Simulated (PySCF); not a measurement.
Compound: (H2In-mu-H)3.
Structure used (PBE0-D3(BJ)/def2-SVP), in Å, numbered top down from 1:
```
atom  x, y, z in Å
In1    0.772    1.469   -1.178
H2     0.716    0.808   -2.760
H3     1.331    2.954   -0.525
H4    -0.977    1.266   -0.479
In5   -1.941    0.079    0.646
H6    -3.220   -0.500   -0.338
H7    -1.863    0.786    2.208
H8    -0.684   -1.340    0.644
In9    1.195   -1.571    0.541
H10    1.411   -2.627   -0.795
H11    1.765   -1.582    2.160
H12    1.611    0.173   -0.072
```

Level of theory: PBE0-D3(BJ)/def2-SVP geometry optimisation, gas phase, def2 core potentials past Kr (PySCF 2.14.0).

(1) Which atoms are bound to In1, and at what distances?

(2) List the angles at In1.

(3) Describe the arrangement about In1 in numbers.

(4) Give some angles away from the centre.

Results:

(1) 4 atoms: H2 1.716 Å, H3 1.716 Å, H4 1.895 Å, H12 1.899 Å. The nearest atom not counted as bound is In9, at 3.52 Å.

(2) 
```csv
angle,degrees,distance of the outer atoms (Å)
H2–In1–H3,134.1,3.16
H2–In1–H12,106.8,2.90
H2–In1–H4,105.6,2.88
H3–In1–H4,104.7,2.86
H3–In1–H12,103.0,2.83
H4–In1–H12,96.9,2.84
```

(3) Angles from 96.9° to 134.1°; τ4 = (360° − α − β)/141° = 0.85 with α and β the two widest (0 for a square, 1 for a tetrahedron). The In–H distances aren't all alike: 1.716 to 1.899 Å.

(4) In1–H4–In5 139.0°, In5–H8–In9 138.5°, In1–H12–In9 136.0°.

Point group: near C2, missed by 0.22 Å at most; the miss may be what the optimiser left on a soft mode. Charge 0, singlet. No frequency check.
